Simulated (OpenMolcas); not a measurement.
Ionisation energies of nickel

```
Program             : OpenMolcas 26.06
Basis               : ANO-RCC [10s9p8d6f4g2h]
Scalar Hamiltonian  : DKH2, point nucleus
Spin-orbit coupling : RASSI with atomic mean-field integrals over the reference wave functions, term energies averaged over their components
```

Active shells in each charge state: the valence d shell, with orbitals averaged over the low states. Where CASPT2's correlated closed shells are named, they are those of the first ion.

A. CASSCF
B. SS-CASPT2, IPEA 0.25 Eh, imaginary shift 0.1 Eh (closed shells correlated: 3s 3p)
C. SS-CASPT2, IPEA 0.25 Eh, imaginary shift 0.1 Eh (closed shells correlated: 2s 2p 3s 3p)
D. SS-CASPT2, IPEA 0 Eh, imaginary shift 0.1 Eh (closed shells correlated: 3s 3p)
E. SS-CASPT2, IPEA 0.25 Eh, imaginary shift 0.1 Eh (closed shells correlated: none)

Energies in eV between the lowest computed levels, named as in B; reference values from the NIST Atomic Spectra Database with their kind.

```tsv
From	To	A	B	C	D	E	Spin-orbit share in B	Reference
Ni2+ 3d⁸ ³F₄	Ni3+ 3d⁷ ⁴F_9/2	32.636	35.587	35.600	35.570	35.100	-0.013	35.187 (measured)
Ni3+ 3d⁷ ⁴F_9/2	Ni4+ 3d⁶ ⁵D₄	52.979	55.311	55.333	55.314	54.881	+0.037	54.920 (semi-empirical)
Ni4+ 3d⁶ ⁵D₄	Ni5+ 3d⁵ ⁶S_5/2	73.861	75.996	76.035	75.978	75.577	+0.102	76.060 (semi-empirical)
Ni5+ 3d⁵ ⁶S_5/2	Ni6+ 3d⁴ ⁵D₀	106.645	107.816	107.877	107.859	107.489	-0.183	108.000 (semi-empirical)
Ni6+ 3d⁴ ⁵D₀	Ni7+ 3d³ ⁴F_3/2	132.219	133.363	133.451	133.392	132.912	-0.082	132.000 (theoretical)
Ni7+ 3d³ ⁴F_3/2	Ni8+ 3d² ³F₂	161.446	162.433	162.540	162.476	161.862	-0.022	162.000 (theoretical)
```

Error against the reference values, in %:

```csv
From,Reference,A,B,C,D,E
Ni2+,measured,-7.2,+1.1,+1.2,+1.1,-0.2
Ni3+,semi-empirical,-3.5,+0.7,+0.8,+0.7,-0.1
Ni4+,semi-empirical,-2.9,-0.1,0,-0.1,-0.6
Ni5+,semi-empirical,-1.3,-0.2,-0.1,-0.1,-0.5
Ni6+,theoretical,+0.2,+1.0,+1.1,+1.1,+0.7
Ni7+,theoretical,-0.3,+0.3,+0.3,+0.3,-0.1
```

Absolute error against the one measured value: A 2.55 eV, B 0.40 eV, C 0.41 eV, D 0.38 eV, E 0.09 eV. E lies closest.

The lowest level within the active space need not be the ion's true ground level.
